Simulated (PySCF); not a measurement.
Isomers of C12H23OP, from PySCF, PBE0-D3(BJ)/def2-SVP geometry optimisation, gas phase. One conformer each, no zero-point energy, no frequencies.

Problem. Which isomer lies lower at this level?
A. `[O:1]=[PH:2]([CH:3]1[CH2:4][CH2:5][CH2:6][CH2:7][CH2:8]1)[CH:9]1[CH2:10][CH2:11][CH2:12][CH2:13][CH2:14]1` with O1–P2–C3–C4 64°, O1–P2–C9–C10 -38°, P2–C3–C4–C5 -175°, C3–C4–C5–C6 55°, C4–C5–C6–C7 -56°, C5–C6–C7–C8 55° (dicyclohexylphosphine oxide): A = 1380, B = 307.5, C = 298.0 MHz, dipole 3.75 D
B. `[O:1]=[PH:2]([CH2:3][CH:4]1[CH2:5][CH2:6][CH2:7][CH2:8]1)[CH2:9][CH:10]1[CH2:11][CH2:12][CH2:13][CH2:14]1` with O1–P2–C3–C4 -178°, P2–C3–C4–C5 179°, O1–P2–C9–C10 -39°, P2–C9–C10–C11 -62°, C3–C4–C5–C6 167°, C4–C5–C6–C7 -41°, C5–C6–C7–C8 25°, C6–C7–C8–C4 0°: A = 1198, B = 251.6, C = 233.2 MHz, dipole 4.10 D

Solution. A. That is `C1CCC(CC1)[PH](C1CCCCC1)=O` (dicyclohexylphosphine oxide), 13.2 kcal/mol below the other.

```json
{"SMILES": "O=[PH](C1CCCCC1)C1CCCCC1", "mapped SMILES": "[O:1]=[PH:2]([CH:3]1[CH2:4][CH2:5][CH2:6][CH2:7][CH2:8]1)[CH:9]1[CH2:10][CH2:11][CH2:12][CH2:13][CH2:14]1", "E (Eh)": "-886.51600", "relative (kcal/mol)": "0.0", "relative (kJ/mol)": "0.0", "dipole (D)": "3.75"}
{"SMILES": "O=[PH](CC1CCCC1)CC1CCCC1", "mapped SMILES": "[O:1]=[PH:2]([CH2:3][CH:4]1[CH2:5][CH2:6][CH2:7][CH2:8]1)[CH2:9][CH:10]1[CH2:11][CH2:12][CH2:13][CH2:14]1", "E (Eh)": "-886.49491", "relative (kcal/mol)": "13.2", "relative (kJ/mol)": "55.4", "dipole (D)": "4.10"}
```
